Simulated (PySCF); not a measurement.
**Orbital picture of GeC**

M06 at R = 1.809 Å; basis Ge aug-pcseg-1, C aug-pcseg-1; no relativity; PySCF 2.14. State: ³Π (triplet), unpaired electrons σ ↑, π ↑. Only the outer orbitals are listed, counted within each symmetry.

| spin | orbital | occ. | ε (eV) | on Ge (%) | main shells (%) |
| --- | --- | --- | --- | --- | --- |
| α | 8σ | 1 | -18.28 | 32 | 64 C s, 25 Ge s |
| α | 9σ | 1 | -11.78 | 58 | 55 Ge s, 26 C s, 15 C p |
| α | 4π | 1 | -7.72 | 26 | 73 C p, 25 Ge p |
| α | 10σ | 1 | -7.65 | 51 | 49 C p, 31 Ge p, 19 Ge s |
| α | 4π | 1 | -7.20 | 27 | 72 C p, 26 Ge p |
| α | 5π | 0 | -2.11 | 82 | 79 Ge p, 18 C p |
| α | 5π | 0 | -1.73 | 83 | 79 Ge p, 17 C p |
| β | 8σ | 1 | -16.41 | 49 | 46 C s, 42 Ge s |
| β | 9σ | 1 | -10.08 | 68 | 51 Ge s, 31 C s, 15 Ge p |
| β | 4π | 1 | -6.11 | 51 | 50 Ge p, 47 C p |
| β | 4π | 0 | -4.22 | 64 | 64 Ge p, 34 C p |
| β | 10σ | 0 | -3.49 | 39 | 51 C p, 25 Ge p, 13 Ge s |
| β | 5π | 0 | -1.12 | 69 | 62 Ge p, 33 C p |

Question: Which are the highest filled and the lowest empty level, where do they sit, and how wide is the gap?

Answer: Highest filled β 4π at -6.11 eV (in %: 50 Ge p, 47 C p); lowest empty β 4π at -4.22 eV (in %: 64 Ge p, 34 C p); the gap at M06 is 1.89 eV. Both belong to one degenerate shell, split only by its one-sided filling, so this is no excitation gap.

- bond order (Mayer): 2.00
- ⟨S²⟩: 2.063
- charge on Ge (Mulliken, basis-dependent): 0.40
- charge on Ge (Löwdin, basis-dependent): 0.53
- dipole moment (positive dipole means Ge(−)C(+)): -2.09 D

Spin–orbit coupling is left out. The state was picked by a PBE0 search and need not be the measured ground state.
